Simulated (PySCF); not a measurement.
**Do core-level shifts follow atomic charges?**

Species: C3H8OSi.
Structure used (PBE0-D3(BJ)/def2-SVP), in Å, numbered top down from 1:
```xyz
13
C3H8OSi angstrom
C     -0.617    0.767   -0.556
C     -1.195   -0.639   -0.366
O     -0.134   -1.555   -0.171
Si     1.246   -0.819    0.450
C      0.548    0.936    0.433
H     -0.241    0.863   -1.588
H     -1.397    1.534   -0.426
H     -1.782   -0.955   -1.243
H     -1.874   -0.660    0.509
H      2.414   -1.048   -0.452
H      1.588   -1.340    1.807
H      1.254    1.721    0.128
H      0.181    1.195    1.440
```

Binding energies: delta-SCF UKS SCAN, pcX-2 on the ionised atom, pcseg-1 elsewhere, spin-free X2C in PySCF 2.14.0. Charges: PBE0/pcSseg-1 ground-state density, for the ionised atom.

| atom | environment | C 1s (eV) | Mulliken (e) | IAO (e) | Hirshfeld (e) | ESP (e) |
| --- | --- | --- | --- | --- | --- | --- |
| C5 | sp3 carbon bound to silicon | 290.28 | -0.551 | -0.560 | -0.164 | -0.326 |
| C1 | ring CH2 carbon | 290.86 | -0.296 | -0.267 | -0.072 | +0.071 |
| C2 | sp3 carbon bound to oxygen | 292.11 | +0.090 | -0.047 | +0.004 | +0.082 |

Question: How well does each charge scheme correlate with the binding energies over these sites?

Answer: Mulliken: r = 1.00, slope 2.9 eV per e; Hirshfeld: r = 0.97, slope 10.7 eV per e; IAO: r = 0.96, slope 3.5 eV per e; ESP: r = 0.76, slope 3.0 eV per e. On 3 points no scheme stands out.

Question: The point-charge model writes a binding energy as kq + V + constant, with V the potential of the other atoms' charges at the site. What does it give with the ESP charges?

Answer: V = Σ 14.40 eV Å × q/r over all other atoms: +4.76 eV at C5, -0.72 eV at C1, -1.43 eV at C2. Fitting binding energy − V to q gives k = 17.6 eV per e and leaves an rms residual of 0.72 eV, against 0.50 eV for the fit on q alone. The model has no term for differences in relaxation between sites.

The structure is a single PBE0-D3(BJ)/def2-SVP conformer in the gas phase; no vibrational or solvent corrections.
